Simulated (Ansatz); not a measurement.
Ansatz results at the PBE0-D4/def2-TZVP geometry: size of the dipole moment (PBE/def2-TZVPP) 1.37 D; HOMO–LUMO gap (PBE0/def2-TZVPP) 5.76 eV; HOMO–LUMO gap (B3LYP/def2-TZVPP) 5.29 eV.

Q: Which molecule gave them?
A. `[CH3][GaH][SH]`
B. `C[O][Ga]([NH2])[NH2]`
C. `C[S][GaH2]`
D. `C#[C][Ga]([F])[F]`

A: C. The others give `C#[C][Ga]([F])[F]`: 3.05, 7.39, 6.85; `C[O][Ga]([NH2])[NH2]`: 1.60, 7.04, 6.44; `[CH3][GaH][SH]`: 1.88, 6.46, 5.96.

B3LYP here is the variant with VWN-RPA as its local correlation; programs differ in this.
